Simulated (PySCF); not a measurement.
Two species compared at the same levels of theory.

First species: C5H9ClOSi.
Cartesian coordinates in Å at the GFN2-xTB level; atoms count from 1:
```
atom  x, y, z in Å
C1    -2.321    0.494   -1.071
C2    -2.152   -0.139    0.075
C3    -1.219   -1.295    0.269
C4    -0.018   -0.759    1.025
O5     0.064   -0.830    2.228
Si6    1.363    0.088   -0.023
C7     2.551    0.883    1.234
Cl8    3.901    1.662    0.359
H9    -2.996    1.328   -1.164
H10   -1.805    0.193   -1.968
H11   -2.676    0.180    0.965
H12   -0.897   -1.692   -0.692
H13   -1.708   -2.071    0.862
H14    0.785    1.104   -0.900
H15    2.052   -0.951   -0.791
H16    2.993    0.157    1.913
H17    2.077    1.661    1.829
```

Second species: C4H4FNS.
InChI=1S/C4H4FNS/c5-3-4-1-2-6-7-4/h1-2H,3H2

Levels: B3LYP/def2-SVPD for dipole moment, HOMO energy, LUMO energy, HOMO–LUMO gap, static isotropic polarisability and electronic spatial extent ⟨r²⟩ about the centre of nuclear charge; TDDFT B3LYP/def2-SVPD for lowest singlet excitation; TDA B3LYP/def2-SVPD for lowest triplet excitation (Tamm–Dancoff); GFN2-xTB for rotational constant A and rotational constant C. Geometries: GFN2-xTB. Each structure is a single optimised conformer of the isolated species, non-relativistic unless stated. Electronic properties by PySCF.

The conformers computed, where there is a choice (atom-mapped SMILES and torsion angles):
- `[CH2:1]=[CH:2][CH2:3][C:4](=[O:5])[SiH2:6][CH2:7][Cl:8]`: C1–C2–C3–C4 105°, C2–C3–C4–O5 95°, C3–C4–Si6–C7 171°, C4–Si6–C7–Cl8 178°
- `[F:1][CH2:2][c:3]1[cH:4][cH:5][n:6][s:7]1`: F1–C2–C3–C4 0°

Values for the first species:

```
Dipole moment                                                     : 2.57 D
HOMO energy                                                       : -6.75 eV
LUMO energy                                                       : -1.87 eV
HOMO–LUMO gap                                                     : 4.88 eV
Lowest singlet excitation                                         : 3.35 eV
Lowest triplet excitation (Tamm–Dancoff)                          : 2.75 eV
Static isotropic polarisability                                   : 105.0 au
Electronic spatial extent ⟨r²⟩ about the centre of nuclear charge : 2037 bohr²
Rotational constant A                                             : 2.802 GHz
Rotational constant C                                             : 0.531 GHz
```

Estimate the same properties for the second species, and the change in each.

| property | first | second | second less first |
| --- | --- | --- | --- |
| dipole moment | 2.57 D | 1.25 D | -1.32 D |
| HOMO energy | -6.75 eV | -7.54 eV | -0.79 eV |
| LUMO energy | -1.87 eV | -1.40 eV | +0.47 eV |
| HOMO–LUMO gap | 4.88 eV | 6.14 eV | +1.26 eV |
| lowest singlet excitation | 3.35 eV | 5.46 eV | +2.11 eV |
| lowest triplet excitation (Tamm–Dancoff) | 2.75 eV | 3.97 eV | +1.22 eV |
| static isotropic polarisability | 105.0 au | 69.7 au | -35.3 au |
| electronic spatial extent ⟨r²⟩ about the centre of nuclear charge | 2037 bohr² | 863 bohr² | -1174 bohr² |
| rotational constant A | 2.802 GHz | 5.146 GHz | +2.344 GHz |
| rotational constant C | 0.531 GHz | 1.255 GHz | +0.724 GHz |

On the first: In wavenumbers S1 is 27000 cm⁻¹ (1 eV = 8065.54 cm⁻¹). The polarisability is 15.56 Å³ as a volume (1 au = 0.148185 Å³), or 1.35 au for each of the 78 electrons.

On the second: No computed singlet falls in the visible range (750 to 380 nm, 1.65 to 3.26 eV); S1 lies 2.20 eV above its blue end. The principal polarisabilities are 47.3, 78.0 and 83.8 au; their mean is the isotropic value.
